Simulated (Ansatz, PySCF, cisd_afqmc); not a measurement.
Species: AsH, charge 0, triplet. AsH (SMILES [AsH], triplet).
B3LYP-D3(BJ)/def2-TZVP minimum from Ansatz (an electronic-structure program):
```xyz
2

As     0.0000     0.0000    -0.0452
H      0.0000     0.0000     1.4904
```
Charge 0, spin multiplicity 3.

Atomisation energy term by term, kcal/mol (programs: Ansatz, cisd_afqmc). UHF or UKS for unpaired electrons; spin-orbit terms are left out. Correlated methods leave the cores frozen (noble-gas shells, and filled d and f shells in the p block). No relativity. AFQMC is phaseless with a CISD trial state; ± is one standard error, without the phaseless bias. Outlying blocks are dropped, and bars are widened where a walk drifts. Over all cases where full CI ran beside it in this data, AFQMC minus full CI had a median of +0.1 mEh and passed +0.4 mEh in a tenth of the cases. CBS(X,Y): correlation extrapolated as X^-3, Hartree-Fock from the larger set (Q,5: extrapolated as (X+1)exp(-9√X)). A bracket is a step between two methods taken in the basis named. Where a partner has so few electrons that a lower coupled-cluster level is exact, that level stands in.

```json
[
 {"term": "Hartree-Fock", "basis": "CBS(cc-pVQZ,cc-pV5Z)", "kcal/mol": "44.19"},
 {"term": "CCSD correlation", "basis": "CBS(cc-pVQZ,cc-pV5Z)", "kcal/mol": "21.60"},
 {"term": "(T)", "basis": "CBS(cc-pVQZ,cc-pV5Z)", "kcal/mol": "0.58"},
 {"term": "CCSDT(Q) - CCSD(T)", "basis": "cc-pV5Z", "kcal/mol": "0.12"},
 {"term": "CCSDTQ - CCSDT(Q)", "basis": "cc-pVTZ", "kcal/mol": "0.00"},
 {"term": "minus zero-point energy", "basis": "Hessian by PySCF at B3LYP-D3(BJ)/def2-TZVP", "kcal/mol": "-3.06"},
 {"term": "sum: D0", "basis": "", "kcal/mol": "63.4"}
]
```

The step beyond CCSD(T) by other levels: CCSDTQ in cc-pVDZ 0.14; AFQMC/CISD in cc-pVDZ 0.18 ± 0.05; CCSDT(Q) in cc-pVDZ 0.14; CCSDTQ in cc-pVTZ 0.10; CCSDT(Q) in cc-pVTZ 0.10; CCSDT(Q) in cc-pVQZ 0.11 kcal/mol.
